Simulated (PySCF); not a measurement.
Finite-field polarisability of Cd (cadmium, neutral)

[Kr] 4d10 5s2, closed-shell 1S. Computed with PySCF 2.14 in aug-cc-pVTZ-PP with ECP28MDF, with scalar relativity through the core potential. Frozen: 4s2 4p6. Energy changes in a uniform field (μhartree):

```csv
axis,F (au),HF,MP2,CCSD,CCSD(T)
x,0.0018,-103.321,-65.070,-79.636,-76.374
x,0.0036,-413.592,-260.382,-318.725,-305.657
```

Q: Derive α along x at CCSD(T) from the two fields.

A: With ΔE = −αF²/2 − γF⁴/24, α = −(16 ΔE(F) − ΔE(2F))/(6F²) = 47.14 bohr³.

Q: And the mean polarisability at each level?

A: HF 63.76, MP2 40.16, CCSD 49.15, CCSD(T) 47.14 bohr³. Reference: 46 ± 2 bohr³ (recommended; Schwerdtfeger and Nagle, table of static dipole polarizabilities (2023 update)).
